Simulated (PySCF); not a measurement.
AlF₂H₃OSi. Atoms are numbered in the order given.

```xyz
8

Al     0.0992     0.1842     0.9786
F     -0.6231    -0.7855     2.1028
F      0.9862     1.4644     1.5261
O     -0.0621    -0.1204    -0.6561
Si    -0.2297    -0.4270    -2.2739
H      0.3972     0.6682    -3.0667
H     -1.6764    -0.5145    -2.6217
H      0.4360    -1.7173    -2.6110
```
Charge 0, spin multiplicity 1.

The structure is a stationary point at B3LYP-D3(BJ)/def2-SVP. The structure was generated by enumeration; whether it is a known compound was not checked. Other conformers were not sampled.

Computed with PBE/def2-TZVP (PySCF).

ESP charges are fitted to the potential on shells at 1.4 to 2.0 van der Waals radii. Atomic charges (e):

```csv
atom,meta-Löwdin,Löwdin,Mulliken,ESP fit
Al1,1.42,-0.09,0.68,1.31
F2,-0.51,0.01,-0.30,-0.45
F3,-0.51,0.01,-0.30,-0.45
O4,-0.82,0.03,-0.22,-0.57
Si5,0.71,0.15,0.22,0.33
H6,-0.10,-0.04,-0.03,-0.06
H7,-0.10,-0.04,-0.03,-0.05
H8,-0.10,-0.04,-0.03,-0.05
```
